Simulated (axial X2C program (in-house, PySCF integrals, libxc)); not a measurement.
## What spin–orbit coupling does to RhSn⁺

All values were computed with an in-house all-electron X2C program for linear molecules (integrals from PySCF). Spin-free means the one-electron spin-free X2C Hamiltonian; two-component (2c) means X2C with spin–orbit coupling and atomic mean-field two-electron Coulomb and Gaunt terms, so the difference of the two also holds small scalar two-electron terms. Basis: Sn dyall-v3z [11s12p9d1f], Rh dyall-v3z [12s12p8d3f2g] (cores contracted in-house); Gaussian nuclei, density fitting, unrestricted open shells. Masses: Sn 119.902 u, Rh 102.906 u.

Spin-free state: M_S = 1, Λ = 2 (beyond evenly filled blocks: σα, δ+α, δ+β, δ-α); fragments Sn+ + Rh.

```
level  Re (Å)  ωe (cm⁻¹)  De (eV)  μ (D)
 PBE0   2.443      237.3    3.244  -0.30
B97-3   2.467      225.0    3.153  -0.43
 BLYP   2.484      231.3    3.629  -0.65
```

Dipoles are positive if Rh is the positive end and refer to the centre of mass.

Two-component determinant lowest at the distance of the search:

Ω = 3 (⟨Sz⟩ = 0.99, ⟨Lz⟩ = 2.01 at PBE0); fragments Sn+ + Rh.

```
level  Re (Å)  ωe (cm⁻¹)  μ (D)
 PBE0   2.448      233.2  -0.24
B97-3   2.473      219.5  -0.36
 BLYP   2.487      229.5  -0.62
```

From the two tables, how do the constants change at the PBE0 level (2c against spin-free)?

At the PBE0 level Re goes up by 0.005 Å and ωe falls by 4.1 cm⁻¹.

One determinant describes the state; a PBE0 search over occupations chose it and may have missed a lower one. Dissociation energies refer to the lowest single-determinant-based atoms at the same level and basis. De is not given where an atomic determinant may have missed its ground term or J level, or where the truncated virtual space spoils (T). Density functionals use the spin component along the axis (collinear). PBE0 can misorder states that lie within some tenths of an eV, so this need not be the ground state of the molecule. The nearest other spin-free determinant of the search, M_S = 0, Λ = 0, lies 0.19 eV up at the distance of the search. Without a current term, density functionals place determinants with orbital angular momentum somewhat too high. With several unpaired electrons one determinant need not be a pure state. At some level and bond length an empty orbital lies below a filled one.
